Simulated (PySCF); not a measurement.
**Simulated absorption spectrum**

Compound: (FSi)4NH6 adamantane, F₄H₆N₆Si₄.
Cartesian coordinates in Å at the PBE0-D3(BJ)/def2-SVP level; atoms count from 1:
```
atom  x, y, z in Å
Si1    0.813   -1.061   -1.125
F2     1.530   -2.026   -2.198
N3     1.650    0.457   -0.984
Si4    0.887    1.568    0.110
F5     1.693    2.960    0.171
N6    -0.760    1.823   -0.364
Si7   -1.647    0.326   -0.461
F8    -3.145    0.591   -0.991
N9    -0.833   -0.743   -1.583
N10   -1.597   -0.418    1.103
Si11   0.037   -0.749    1.630
F12   -0.010   -1.490    3.060
N13    0.838   -1.760    0.463
N14    0.833    0.788    1.662
H15    2.651    0.353   -0.816
H16   -0.920    2.470   -1.135
H17   -0.963   -0.522   -2.570
H18   -2.257   -1.190    1.198
H19    0.610   -2.750    0.533
H20    0.454    1.387    2.397
```

The calculation used TDDFT PBE0/def2-SVPD, vertical, gas phase, core orbitals frozen in the response (PySCF).

Each state is given a Gaussian of 0.4 eV full width at half maximum, with ε(max) = 2.175×10⁸ f / Δν̃ (Δν̃ the width in cm⁻¹). The cross-section is σ = 3.8235×10⁻²¹ ε cm², given in Mb (10⁻¹⁸ cm²). The width is an assumption, not a result. The curve ends short of the highest state used, and states not computed would add to its high-energy end.

(E (eV), σ (Mb)): (5.32, 0.00), (5.37, 0.00), (5.41, 0.01), (5.46, 0.02), (5.50, 0.03), (5.55, 0.07), (5.59, 0.12), (5.64, 0.22), (5.68, 0.34), (5.73, 0.55), (5.77, 0.75), (5.82, 1.03), (5.86, 1.26), (5.91, 1.53), (5.95, 1.70), (6.00, 1.86), (6.04, 1.96), (6.09, 2.15), (6.13, 2.43), (6.18, 3.05), (6.22, 3.85), (6.27, 5.29), (6.31, 6.74), (6.36, 8.78), (6.40, 10.40), (6.45, 12.08), (6.49, 12.93), (6.54, 13.18), (6.58, 12.70), (6.63, 11.37), (6.67, 9.93), (6.72, 8.01), (6.76, 6.60), (6.81, 5.23), (6.86, 4.43), (6.90, 4.16)

Question: Where are the band maxima, and which computed states make them?

Answer: 190 nm (6.53 eV), ε about 3500, made up of S3 (22%), S4 (67%) and S5 (10%) (ε in L mol⁻¹ cm⁻¹; maxima over ε = 5, shares over 10%). The states used: S1 5.92 eV (f 0.0018); S2 6.02 eV (f 0.0049); S3 6.43 eV (f 0.013); S4 6.54 eV (f 0.035); S5 6.64 eV (f 0.0065); S6 7.03 eV (f 0.0066); S7 7.08 eV (f 0.0085); S8 7.40 eV (f 0.0066); S9 7.45 eV (f 0.042); S10 7.50 eV (f 0.0011).

Question: What would ε be at 6.53 eV, the highest of these maxima, with half the width (0.2 eV)?

Answer: About 5930 L mol⁻¹ cm⁻¹ against 3450, a factor of about 1.7; a lone state at its own centre would give exactly 2.

Question: On this curve, what absorbance would a 10⁻⁴ mol/L sample give at 222 nm over a 1 cm path?

Answer: 222 nm is 5.585 eV, where ε is about 30 L mol⁻¹ cm⁻¹, so A = ε c l ≈ 0.003 (Beer–Lambert, with the gas-phase spectrum and the assumed width).

Question: Coming from long wavelengths, where does ε first pass 100 L mol⁻¹ cm⁻¹?

Answer: At about 218 nm (5.69 eV), 0.23 eV below S1.

One conformer stands for the species.
